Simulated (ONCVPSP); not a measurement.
# What one change does to a pseudopotential (arsenic (As), ONCV)

- Element: As
- Generator: ONCVPSP 4.0.1
- Type: optimised norm-conserving Vanderbilt (ONCV)
- Functional: LDA (Perdew-Wang 92)
- Relativity: fully relativistic
- Frozen core: [Ar]
- Valence charge: 15
- Reference configuration: 3d10 4s2 4p1 (charge +2)
- Partial waves: 4s: rc 1.65 bohr, ncon 4, nbas 9, qcut 4.1 1/bohr, 3 projectors, debl 2.3 Ha; 4p: rc 1.70 bohr, ncon 4, nbas 7, qcut 4.7 1/bohr, 2 projectors, debl 1.7 Ha; 3d: rc 0.80 bohr, ncon 4, nbas 9, qcut 19.4 1/bohr, 2 projectors, debl 1.4 Ha
- Local potential: polynomial inside 0.65 bohr (lpopt 4, dvloc0 3 Ha)
- Core correction: none

Open shells are filled in proportion to 2j + 1.

In the d channel the program set the typed energies aside and used -2.276, 0.250 Ha (j = l + 1/2; the other j can differ).

Change: core correction Teter function, fcfact 3.5, rcfact 1.5.

Cutoffs: the cutoffs (Ha) at which the residual kinetic energy of the hardest occupied pseudo-wave falls to 1 and 0.1 mHa per electron; they do not see the model core or the augmentation charge, which bear on the density cutoff. Errors are all-electron minus pseudo energies relative to the spin-unpolarised reference configuration.

How do hardness, ghosts and transferability respond?

The potential gets neither clearly harder nor softer (153 Ha and 170 Ha → 153 Ha and 170 Ha); of the 4 tests that both files solve, the error grows in 0 and shrinks in 4 by more than 15 % and 0.3 meV (median size 4.9 → 3.6 meV); neither file shows a bound ghost. Exchange and correlation are not linear in the density, so unscreening with the valence charge alone errs where core and valence overlap; a model core restores that term. A model core, the more so a compact one, raises the density cutoff, which this test does not measure.

```csv
quantity,base,changed
"cutoff, loose",153 Ha,153 Ha
"cutoff, tight",170 Ha,170 Ha
bound ghosts,none,none
GHOST(+) flags under 300 eV,"s at 29.5 eV, p3/2 at 64.6 eV, p1/2 at 70.8 eV","s at 29.5 eV, p3/2 at 64.6 eV, p1/2 at 70.8 eV"
"error for 3d10 4s2 4p3, meV [ΔE -27.48 eV]",+4.6,+3.6
"error for 3d10 4s2 4p2, meV [ΔE -18.16 eV]",+2.0,+1.5
"error for 3d10 4s2 4p0, meV [ΔE 28.04 eV]",+5.1,+3.6
"error for 3d10 4s1 4p0, meV [ΔE 79.15 eV]",+34,+16
s: phases at 1.67 bohr within 0.05 rad from the reference energy up to (Ha; the scan ends near 5),to the end of the scan,to the end of the scan
p3/2: phases at 1.72 bohr within 0.05 rad from the reference energy up to (Ha; the scan ends near 5),2.3,2.3
p1/2: phases at 1.72 bohr within 0.05 rad from the reference energy up to (Ha; the scan ends near 5),2.5,2.5
d5/2: phases at 0.81 bohr within 0.05 rad from the reference energy up to (Ha; the scan ends near 5),to the end of the scan,to the end of the scan
d3/2: phases at 0.81 bohr within 0.05 rad from the reference energy up to (Ha; the scan ends near 5),to the end of the scan,to the end of the scan
```
